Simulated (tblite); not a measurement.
C5H10O2SeSi.
Numbering: `[CH3:1][C@@H:2]1[CH2:3][C@H:4]([C:5](=[O:6])[OH:7])[Se:8][SiH2:9]1` (hydrogens: H10, H11, H12 on C1; H13 on C2; H14, H15 on C3; H16 on C4; H17 on O7; H18, H19 on Si9)

Computed with GFN2-xTB (tblite), gas phase: L-BFGS steps from a force-field or distance-geometry start until the largest atomic force falls under 0.01 eV/Å.

At the end of the run (lengths in Å): C5–O7 1.338, C4–Se8 2.016, C5=O6 1.201, C2–Si9 1.914, Se8–Si9 2.281, O7–H17 0.970, C4–C5 1.499, C3–C4–Se8 110.9°, C5–C4–Se8 103.5°, C4–C5–O7 111.2°, C4–C5–O6 125.6°, C1–C2–C3–C4 -176°, C2–C3–C4–C5 167°, C3–C4–C5–O6 -16°, H16–C4–C5–O6 -144°, H14–C3–C4–C5 -71°.

Problem. These geometries were met on the way; a selection of coordinates is given. Order them by energy above the end point, lowest first.
A. C5–O7 1.404, C4–Se8 1.968, C5=O6 1.249, C2–Si9 1.872, Se8–Si9 2.322, O7–H17 1.011, C4–C5 1.461, C3–C4–Se8 98.4°, C5–C4–Se8 112.2°, C4–C5–O7 117.9°, C4–C5–O6 120.3°, C1–C2–C3–C4 170°, C2–C3–C4–C5 -167°, C3–C4–C5–O6 -120°, H16–C4–C5–O6 116°, H14–C3–C4–C5 -42°
B. C5–O7 1.342, C4–Se8 1.982, C5=O6 1.197, C2–Si9 1.922, Se8–Si9 2.301, O7–H17 0.968, C4–C5 1.502, C3–C4–Se8 110.4°, C5–C4–Se8 109.7°, C4–C5–O7 109.8°, C4–C5–O6 126.0°, C1–C2–C3–C4 177°, C2–C3–C4–C5 -175°, C3–C4–C5–O6 -125°, H16–C4–C5–O6 114°, H14–C3–C4–C5 -53°
C. C5–O7 1.347, C4–Se8 1.992, C5=O6 1.202, C2–Si9 1.899, Se8–Si9 2.318, O7–H17 0.980, C4–C5 1.535, C3–C4–Se8 100.5°, C5–C4–Se8 111.1°, C4–C5–O7 115.6°, C4–C5–O6 119.1°, C1–C2–C3–C4 170°, C2–C3–C4–C5 -167°, C3–C4–C5–O6 -119°, H16–C4–C5–O6 115°, H14–C3–C4–C5 -42°
D. C5–O7 1.340, C4–Se8 1.966, C5=O6 1.198, C2–Si9 1.916, Se8–Si9 2.307, O7–H17 0.970, C4–C5 1.498, C3–C4–Se8 107.5°, C5–C4–Se8 111.5°, C4–C5–O7 111.8°, C4–C5–O6 126.0°, C1–C2–C3–C4 172°, C2–C3–C4–C5 -168°, C3–C4–C5–O6 -125°, H16–C4–C5–O6 115°, H14–C3–C4–C5 -44°
E. C5–O7 1.336, C4–Se8 2.046, C5=O6 1.206, C2–Si9 1.927, Se8–Si9 2.304, O7–H17 0.971, C4–C5 1.507, C3–C4–Se8 102.5°, C5–C4–Se8 109.7°, C4–C5–O7 112.4°, C4–C5–O6 123.9°, C1–C2–C3–C4 168°, C2–C3–C4–C5 -169°, C3–C4–C5–O6 -119°, H16–C4–C5–O6 114°, H14–C3–C4–C5 -43°

Solution. B (0.132 eV), D (0.223 eV), E (0.362 eV), C (0.587 eV), A (0.999 eV).

```csv
step,E above end (eV),"rms distance from the end, all atoms (Å)",largest force (eV/Å),rms shift of all bonds from the end (Å)
21,0.132,0.737,0.204,0.010
9,0.223,0.771,0.393,0.013
4,0.362,0.793,0.797,0.012
2,0.587,0.809,0.859,0.015
0,0.999,0.820,4.415,0.031
```

Rows stand in the order of the answer.
